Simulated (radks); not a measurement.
Question: All-electron atom: Ta2+ in [Xe] 4f14 5d3. All-electron calculation, Dirac Kohn-Sham, BLYP, spin-unpolarised, spherical densities, point nucleus; open shells fill j = l - 1/2 first. Program: a radial shooting solver on a logarithmic mesh with Libxc functionals. Some entries of the table are withheld. Estimate them.

orbital,occ.,eigenvalue (hartree),r(max) (bohr)
1s1/2,2,-2473.291,0.01167
2s1/2,2,-425.1108,0.06704
2p1/2,2,-406.2786,(1)
2p3/2,4,-359.5802,(2)
3s1/2,2,-97.79833,0.1889
3p1/2,2,-89.43607,0.1770
3p3/2,4,-79.38343,0.1908
3d3/2,4,-65.27523,(3)
3d5/2,6,-63.08575,(4)
4s1/2,2,-20.37137,0.4292
4p1/2,2,-16.92593,0.4294
4p3/2,4,-14.60953,0.4587
4d3/2,4,-8.95181,0.4563
4d5/2,6,-8.52637,0.4656
5s1/2,2,-3.23108,0.9891
5p1/2,2,-2.23415,(5)
5p3/2,4,-1.91215,(6)
4f5/2,6,-1.49764,0.4385
4f7/2,8,-1.42479,0.4436
5d3/2,3,-0.67961,(7)
5d5/2,0,-0.65452,(8)

Answer: 
(1) 2p1/2 r(max) (bohr): 0.04992
(2) 2p3/2 r(max) (bohr): 0.05665
(3) 3d3/2 r(max) (bohr): 0.1496
(4) 3d5/2 r(max) (bohr): 0.1535
(5) 5p1/2 r(max) (bohr): 1.066
(6) 5p3/2 r(max) (bohr): 1.152
(7) 5d3/2 r(max) (bohr): 1.535
(8) 5d5/2 r(max) (bohr): 1.583
